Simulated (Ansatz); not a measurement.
Basis sets compared for Cs₃I₄. Total charge 0; doublet. Geometry PBE0-D4/def2-SVP. Ansatz on 4 threads of Intel Xeon 6975P-C on a shared host; times are rough, and most runs start from earlier orbitals.

```xyz
7

Cs   -0.322   -3.147    1.906
Cs   -0.832    2.210    1.429
Cs    1.349    0.876   -3.331
I     1.966   -0.509    0.233
I     0.383   -2.508   -1.810
I    -0.439    3.600   -1.927
I    -2.104   -0.522    3.500
```

In the def2 sets Cs, I take a core potential; there is no spin–orbit coupling. In the doublet, I4 and I5 lie 3.27 Å apart (atoms count from 1), so these atoms are partly bonded to each other. Another isomer (doublet) lies 0.12 eV lower at PBE0-D4/def2-TZVP; other spin states weren't run for this one.

Binding counts from free atoms (Cs doublet, I doublet) in the same basis, without a counterpoise term.

```csv
level,functions,energy (Eh),HOMO (eV),LUMO (eV),binding per atom (eV),wall time
PBE-D4/def2-SVP,176,-1251.5989,-4.75,-4.62,2.08,6.5 s
PBE0-D4/def2-SVP,176,-1251.6933,-5.76,-4.03,2.08,7 s
```

Estimate the rows for PBE-D4/def2-TZVP (with forces), PBE0-D4/def2-TZVP.


```
                         level  functions  energy (Eh)  HOMO (eV)  LUMO (eV)  binding per atom (eV)  wall time
PBE-D4/def2-TZVP (with forces)        287   -1251.6364      -4.84      -4.65                   2.07      9.5 s
             PBE0-D4/def2-TZVP        287   -1251.7265      -5.86      -3.99                   2.08       15 s
```
